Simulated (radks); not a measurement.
Neutral titanium inside a hard spherical wall (all orbitals vanish at R), configuration held at [Ar] 3d2 4s2 and not refilled when levels cross. Method: scalar-relativistic Kohn-Sham, PBEsol, spin-polarised, spherical densities, finite nucleus; open shells are filled with parallel spins first; Fermi nuclear charge, rms radius 3.5921 fm; computed with a radial shooting solver on a logarithmic mesh with Libxc functionals. Eigenvalues in eV for spin up, with the zero of energy where the potential of the charges vanishes at infinity; a dash marks a level that is unbound or too diffuse for the functional's potential to be trusted. A positive occupied level is held by the wall or, in an anion where self-interaction has pushed it up, behind a barrier. The pressure on the wall is -dE/dV.

| R (bohr) | E (hartree) | kinetic (hartree) | e(3s) | e(3p) | e(3d) | e(4s) | e(4p, empty) | e(5s, empty) | pressure (GPa) |
|---|---|---|---|---|---|---|---|---|---|
| free | -852.62523 | 859.686 | -63.066 | -39.396 | -4.851 | -4.693 | -1.547 | - | 0 |
| 20 | -852.62523 | 859.686 | -63.066 | -39.396 | -4.851 | -4.693 | -1.547 | - | < 0.0001 |
| 10 | -852.62429 | 859.695 | -62.992 | -39.323 | -4.781 | -4.637 | -1.396 | 2.001 | 0.0235 |
| 8 | -852.61745 | 859.742 | -62.675 | -39.007 | -4.487 | -4.376 | -0.913 | 4.788 | 0.297 |
| 6 | -852.56273 | 860.011 | -61.298 | -37.645 | -3.227 | -3.025 | 1.176 | 13.340 | 4.26 |
| 5 | -852.44435 | 860.476 | -59.471 | -35.854 | -1.539 | -0.756 | 4.351 | 24.312 | 18.4 |
| 3 | -850.59548 | 866.402 | -47.590 | -24.236 | 11.088 | 25.667 | 36.329 | 113.16 | 761 |
| 1.5 | -818.65578 | 952.375 | 37.178 | 65.538 | 107.08 | 315.44 | 326.64 | 750.05 | 87800 |
